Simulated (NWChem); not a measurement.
Molecule: GeS, singlet; SMILES [S]=[Ge]

```xyz
2

Ge     0.0000     0.0000    -0.6698
S      0.0000     0.0000     1.3482
```
Atoms are numbered in this order, from 1.

Low-valent species are run as closed-shell singlets; no triplet was tried in these runs. Structure relaxed at the PBE0/def2-SVP level.

Problem. List the 6 lowest vertical singlet excitations from LDA (Slater exchange, VWN5)/6-31G* (spherical d), TDA (NWChem).

Solution. 
```tsv
state	energy (eV)	oscillator strength	leading excitation (squared amplitude)
S1	3.78	0.000	HOMO−2 → LUMO+1 (0.50)
S2	4.13	0.000	HOMO−2 → LUMO+1 (0.50)
S3	4.13	0.000	HOMO−2 → LUMO (0.50)
S4	4.32	0.018	HOMO → LUMO+1 (0.98)
S5	4.32	0.018	HOMO → LUMO (0.98)
S6	6.42	0.078	HOMO → LUMO+2 (0.38)
```
